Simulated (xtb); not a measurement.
Input file for xtb: GFN2-xTB on H2OSe (SMILES O[SeH]), a point of a torsion scan.

```
$ xtb mol.xyz --gfn 2 --opt vtight --chrg 0 --uhf 0 --input xcontrol
4

O     -0.98402301     0.25737761     0.35723869
Se     0.69866493     0.68120488    -0.21652276
H     -1.35220298    -0.43959435    -0.24524975
H      0.76210308     0.47525807    -1.74329071
$constrain
  force constant=1.0
  dihedral: 3,1,2,4,30.0
$end
```

Output:

```
[...]
           -------------------------------------------------
          |                Calculation Setup                |
           -------------------------------------------------



           -------------------------------------------------
          |                 G F N 2 - x T B                 |
           -------------------------------------------------

        Reference                      10.1021/acs.jctc.8b01176
      * Hamiltonian:
        H0-scaling (s, p, d)           1.850000    2.230000    2.230000
        zeta-weighting                 0.500000
      * Dispersion:
        s8                             2.700000
        a1                             0.520000
        a2                             5.000000
        s9                             5.000000
      * Repulsion:
        kExp                           1.500000    1.000000
        rExp                           1.000000
      * Coulomb:
        alpha                          2.000000
        third order                    shell-resolved
        anisotropic                    true
        a3                             3.000000
        a5                             4.000000
        cn-shift                       1.200000
        cn-exp                         4.000000
        max-rad                        5.000000


          ...................................................
          :                      SETUP                      :
          :.................................................:
          :  # basis functions                  16          :
          :  # atomic orbitals                  15          :
          :  # shells                            7          :
          :  # electrons                        14          :
          :  max. iterations                   250          :
          :  Hamiltonian                  GFN2-xTB          :
          :  restarted?                      false          :
          :  GBSA solvation                  false          :
          :  PC potential                    false          :
          :  electronic temp.          300.0000000     K    :
          :  accuracy                    1.0000000          :
          :  -> integral cutoff          0.2500000E+02      :
          :  -> integral neglect         0.1000000E-07      :
          :  -> SCF convergence          0.1000000E-05 Eh   :
          :  -> wf. convergence          0.1000000E-03 e    :
          :  Broyden damping             0.4000000          :
          :  net charge                          0          :
          :  unpaired electrons                  0          :
          ...................................................

 iter      E             dE          RMSdq      gap      omega  full diag
   1     -8.2432813 -0.824328E+01  0.801E+00    3.75       0.0  T
   2     -8.2441932 -0.911897E-03  0.421E+00    3.66       1.0  T
   3     -8.2444326 -0.239365E-03  0.485E-01    3.53       1.0  T
   4     -8.2444476 -0.149698E-04  0.166E-01    3.51       1.0  T
   5     -8.2444496 -0.206073E-05  0.786E-02    3.52       1.0  T
   6     -8.2444500 -0.376824E-06  0.272E-02    3.52       1.8  T
   7     -8.2444503 -0.275405E-06  0.764E-03    3.52       6.5  T
   8     -8.2444503 -0.143558E-07  0.731E-03    3.52       6.8  T
   9     -8.2444503 -0.988692E-08  0.205E-03    3.52      24.4  T
  10     -8.2444503 -0.717488E-09  0.102E-03    3.52      49.2  T
  11     -8.2444503 -0.254813E-09  0.394E-05    3.52    1270.2  T
  12     -8.2444503 -0.630607E-12  0.162E-05    3.52    3085.6  T

   *** convergence criteria satisfied after 12 iterations ***

         #    Occupation            Energy/Eh            Energy/eV
      -------------------------------------------------------------
         1        2.0000           -0.7598252             -20.6759
         2        2.0000           -0.6889195             -18.7465
         3        2.0000           -0.5778748             -15.7248
         4        2.0000           -0.5146778             -14.0051
         5        2.0000           -0.4981589             -13.5556
         6        2.0000           -0.4635754             -12.6145
         7        2.0000           -0.3747706             -10.1980 (HOMO)
         8                         -0.2455116              -6.6807 (LUMO)
         9                         -0.2080151              -5.6604
        10                         -0.0272983              -0.7428
        11                          0.0229467               0.6244
        12                          0.0663217               1.8047
       ...                                ...                  ...
        15                          0.7035683              19.1451
      -------------------------------------------------------------
                  HL-Gap            0.1292590 Eh            3.5173 eV
             Fermi-level           -0.3101411 Eh           -8.4394 eV

 SCC (total)                   0 d,  0 h,  0 min,  0.002 sec
 SCC setup           
[...]
    RMSdq      gap      omega  full diag
   1     -8.2570039 -0.825700E+01  0.835E-05    3.32       0.0  T
   2     -8.2570039 -0.719425E-12  0.502E-05    3.32     995.9  T
   3     -8.2570039 -0.326850E-12  0.185E-05    3.32    2706.7  T

   *** convergence criteria satisfied after 3 iterations ***

         #    Occupation            Energy/Eh            Energy/eV
      -------------------------------------------------------------
         1        2.0000           -0.7610430             -20.7090
         2        2.0000           -0.6895767             -18.7643
         3        2.0000           -0.5779673             -15.7273
         4        2.0000           -0.5109757             -13.9044
         5        2.0000           -0.4996446             -13.5960
         6        2.0000           -0.4682922             -12.7429
         7        2.0000           -0.3744807             -10.1901 (HOMO)
         8                         -0.2524486              -6.8695 (LUMO)
         9                         -0.1720829              -4.6826
        10                         -0.0254745              -0.6932
        11                          0.0454712               1.2373
        12                          0.0674848               1.8364
       ...                                ...                  ...
        15                          0.8169298              22.2298
      -------------------------------------------------------------
                  HL-Gap            0.1220320 Eh            3.3207 eV
             Fermi-level           -0.3134647 Eh           -8.5298 eV

 SCC (total)                   0 d,  0 h,  0 min,  0.001 sec
 SCC setup                      ...        0 min,  0.000 sec (  4.288%)
 Dispersion                     ...        0 min,  0.000 sec (  0.804%)
 classical contributions        ...        0 min,  0.000 sec (  0.424%)
 integral evaluation            ...        0 min,  0.000 sec ( 28.347%)
 iterations                     ...        0 min,  0.000 sec ( 27.335%)
 molecular gradient             ...        0 min,  0.000 sec ( 33.577%)
 printout                       ...        0 min,  0.000 sec (  4.656%)

         :::::::::::::::::::::::::::::::::::::::::::::::::::::
         ::                     SUMMARY                     ::
         :::::::::::::::::::::::::::::::::::::::::::::::::::::
         :: total energy              -8.233253411204 Eh    ::
         :: gradient norm              0.000043783933 Eh/a0 ::
         :: HOMO-LUMO gap              3.320660588673 eV    ::
         ::.................................................::
         :: SCC energy                -8.257003924668 Eh    ::
         :: -> isotropic ES            0.022895690848 Eh    ::
         :: -> anisotropic ES         -0.000510588684 Eh    ::
         :: -> anisotropic XC          0.000994150657 Eh    ::
         :: -> dispersion             -0.001041206186 Eh    ::
         :: repulsion energy           0.023733284998 Eh    ::
         :: add. restraining           0.000017228465 Eh    ::
         :: total charge              -0.000000000000 e     ::
         :::::::::::::::::::::::::::::::::::::::::::::::::::::

           -------------------------------------------------
          |                Property Printout                |
           -------------------------------------------------

    * Orbital Energies and Occupations

         #    Occupation            Energy/Eh            Energy/eV
      -------------------------------------------------------------
         1        2.0000           -0.7610430             -20.7090
         2        2.0000           -0.6895767             -18.7643
         3        2.0000           -0.5779673             -15.7273
         4        2.0000           -0.5109757             -13.9044
         5        2.0000           -0.4996446             -13.5960
         6        2.0000           -0.4682922             -12.7429
         7        2.0000           -0.3744807             -10.1901 (HOMO)
         8                         -0.2524486              -6.8695 (LUMO)
         9                         -0.1720829              -4.6826
        10                         -0.0254745              -0.6932
        11                          0.0454712               1.2373
        12                          0.0674848               1.8364
        13                          0.1512072               4.1146
        14                          0.2736406               7.4461
        15                          0.8169298              22.2298
      -------------------------------------------------------------
                  HL-Gap            0.1220320 Eh            3.3207 eV
             Fermi-level           -0.3134647 Eh           -8.5298 eV

     #   Z          covCN         q      C6AA      α(0)
     1   8 O        1.650    -0.400    20.846     6.163
     2  34 Se       1.774    -0.023   236.396    26.793
     3   1 H        0.812     0.313     0.683     1.298
     4   1 H        0.923     0.110     1.693     2.035

 Mol. C6AA /au·bohr⁶  :        481.719471
 Mol. C8AA /au·bohr⁸  :      24646.919813
 Mol. α(0) /au        :         36.288562


Wiberg/Mayer (AO) data.
largest (>0.10) Wiberg bond orders for each atom

 ---------------------------------------------------------------------------
     #   Z sym  total        # sym  WBO       # sym  WBO       # sym  WBO
 ---------------------------------------------------------------------------
     1   8 O    2.166 --     2 Se   1.266     3 H    0.884
     2  34 Se   2.255 --     1 O    1.266     4 H    0.971
     3   1 H    0.902 --     1 O    0.884
     4   1 H    0.988 --     2 Se   0.971
 ---------------------------------------------------------------------------

Topologies differ in total number of bonds
Writing topology from bond orders to xtbtopo.mol

molecular dipole:
                 x           y           z       tot (Debye)
 q only:        0.050      -0.385      -0.724
   full:       -0.105      -0.484      -0.803       2.399
molecular quadrupole (traceless):
Note: The following floating-point exceptions are signalling: IEEE_DENORMAL
normal termination of xtb
                xx          xy          yy          xz          yz          zz
 q only:        0.082       1.518      -0.718       0.667      -0.337       0.637
  q+dip:       -0.834       1.480      -0.443       1.489      -0.099       1.278
   full:       -0.287       2.205      -1.471       1.277       0.251       1.758

           -------------------------------------------------
          |                Geometry Summary                 |
           -------------------------------------------------

      molecular mass/u    :       96.9746750
   center of mass at/Å    :        0.4494168       0.6147224      -0.1331218
  moments of inertia/u·Å² :        0.2868596E+01   0.4793809E+02   0.5051038E+02
rotational constants/cm⁻¹ :        0.5876615E+01   0.3516542E+00   0.3337459E+00

 * 2 selected distances

     #   Z          #   Z                                           value/Å
     1   8 O        3   1 H                                       0.9595520 (min)
     2  34 Se       4   1 H                                       1.4632991 (max)

 * 2 distinct bonds (by element types)

   Z      Z             #   av. dist./Å        max./Å        min./Å
   1 H    8 O           1     0.9595520     0.9595520     0.9595520
   1 H   34 Se          1     1.4632991     1.4632991     1.4632991


optimized geometry written to: xtbopt.xyz


           -------------------------------------------------
          | TOTAL ENERGY               -8.233253411204 Eh   |
          | GRADIENT NORM               0.000043783933 Eh/α |
          | HOMO-LUMO GAP               3.320660588673 eV   |
           -------------------------------------------------

------------------------------------------------------------------------
------------------------------------------------------------------------
 total:
 SCF:
 ANC optimizer:
```

The run finished.

Warnings raised: the energy holds the restraint's term.

Cost: very roughly 0.03 core-seconds.
